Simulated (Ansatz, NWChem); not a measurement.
Heat of formation of SiH3I (SMILES [SiH3]I) from total energies

SiH3I has 5 atoms, charge 0, and is taken as a singlet. SMILES: `[SiH3]I`. The coordinates come from a PBE0-D4/def2-TZVP relaxation.

Total energies at CCSD/def2-TZVP (core potential), 9 core orbitals frozen (NWChem 7.3.0); the atoms run unrestricted:

| species | state | energy (Eh) |
| --- | --- | --- |
| SiH3I | singlet | -587.997436 |
| Si | triplet | -288.924324 |
| I | doublet | -297.104545 |
| H | doublet | -0.499810 |

Harmonic wavenumbers at PBE0-D4/def2-TZVP, in cm⁻¹: 364, 586, 586, 900, 940, 940, 2243, 2261, 2261.

Measured heats of formation of the gaseous atoms at 298.15 K, in kJ/mol: Si 450.0, I 106.8, H 218.0. Spin-orbit lowering of the atoms at 298 K (mean of the ground term's levels less their thermal mean, from spectra), in kJ/mol: Si 0.44, I 30.32. Take 1 Eh = 2625.50 kJ/mol, 1 cm⁻¹ = 0.0119627 kJ/mol, RT = 2.479 kJ/mol.

Task: Work out the heat of formation of the gas at 298 K.

Result: 
1. Electronic atomisation energy: (-288.924324) + (-297.104545) + 3 × (-0.499810) − (-587.997436) = 0.469137 Eh = 1231.7 kJ/mol.
2. Zero-point energy: half the sum of the wavenumbers, 5540.5 cm⁻¹ = 66.3 kJ/mol.
3. Thermal vibrational enthalpy, Σ hcν̃/(exp(hcν̃/kT) − 1): 2.2 kJ/mol. Translation, rotation and pV of a non-linear molecule: 4 RT = 9.9 kJ/mol.
4. The 5 free atoms carry 5/2 RT each: 31.0 kJ/mol.
5. Spin-orbit coupling lowers the free atoms by 0.44 + 30.32 = 30.8 kJ/mol.
6. Atomisation enthalpy at 298 K: 1231.7 − 30.8 − 66.3 − 2.2 − 9.9 + 31.0 = 1153.5 kJ/mol.
7. Sum of the atoms' heats of formation: 1210.8 kJ/mol. Heat of formation: 1210.8 − 1153.5 = +57.3 kJ/mol.

The tabulated value is -2.1 kJ/mol (NIST-JANAF tables; in doubt: it may be an older value or an estimate), so this level is off by +59.4 kJ/mol, or 4.9 % of the atomisation enthalpy that the table implies (1212.8 kJ/mol). Coupled cluster needs large bases for atomisation: in a finite one the molecule is underbound. CCSD also lacks the triples, which bind further. Anharmonicity and any spin-orbit splitting of the molecule are left out, and so is core correlation.
